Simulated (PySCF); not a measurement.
How methods differ on the ionisation energy of Co²⁺

Co²⁺ [Ar] 3d7 (4F) → Co³⁺ [Ar] 3d6 (5D), as a difference of total energies. Computed with PySCF 2.14 in cc-pVTZ-DK (7s6p4d2f1g, 68 functions), with scalar relativity by spin-free X2C-1e. Correlated levels: valence: [Ar] frozen. The calculations carry no spin-orbit coupling.

```
           method  ionisation energy (eV)
              UHF                  31.199
              PBE                  34.148
              LDA                  34.399
    MP2 (valence)                  33.026
SCS-MP2 (valence)                  33.123
```

**Question.** How much does correlation contribute at MP2 (valence)?

**Answer.** 33.026 − (31.199) = 1.827 eV, measured against UHF.

The reference lies between the lowest fine-structure levels, while these numbers refer to the centres of the terms.

Errors of the correlated levels include the incompleteness of this basis and the frozen core.

For comparison: 33.5 ± 0.06 eV (semi-empirical (NIST evaluation); NIST Atomic Spectra Database, ionization energies).
